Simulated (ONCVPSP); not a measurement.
## Transferability test, ONCV potential for Mo

Mo, optimised norm-conserving Vanderbilt (ONCV), made with ONCVPSP 4.0.1 (PBE, scalar-relativistic). Core [Ar] 3d10 4s2, reference 4p6 4d5 5s1. Waves: 5s: rc 2.75 bohr, ncon 4, nbas 7, qcut 2.4 1/bohr, 2 projectors, debl 1.2 Ha; 4p: rc 1.25 bohr, ncon 5, nbas 9, qcut 7.6 1/bohr, 2 projectors, debl 0.9 Ha; 4d: rc 2.05 bohr, ncon 3, nbas 7, qcut 8.3 1/bohr, 3 projectors, debl 2.5 Ha. Local part: polynomial inside 0.85 bohr (lpopt 5, dvloc0 0 Ha). Core correction: Teter function fitted to the true core (icmod 2), fcfact 0.4.

In the p channel the program set the typed energies aside and used -1.414, 0.250 Ha.

Energies are relative to the spin-unpolarised reference configuration 4p6 4d5 5s1; without spin polarisation the order of configurations can differ from experiment.

(1) Give the all-electron excitation energy and the error of the potential for: 4p6 4d5 5s0; 4p6 4d4 5s0; 4p6 4d3 5s0; 4p6 4d5 5s0.5.

Levels in the configuration 4p6 4d3 5s0:

| level | all-electron (eV) | pseudo (eV) |
| --- | --- | --- |
| 4p | -70.021 | -69.958 |
| 4d | -32.906 | -32.851 |

Note: ghosts flagged at negative energy: s at -304.4 eV; GHOST(+) flagged for s at 26.6 eV. A true bound ghost makes a file unfit for plane-wave use.

## Answers

(1)

```tsv
valence configuration	charge	ΔE all-electron (eV)	error AE − PS (meV)
4p6 4d5 5s0	+1	6.890	-11
4p6 4d4 5s0	+2	22.352	+21
4p6 4d3 5s0	+3	49.096	+70
4p6 4d5 5s0.5	+0.5	2.727	-2.8
```
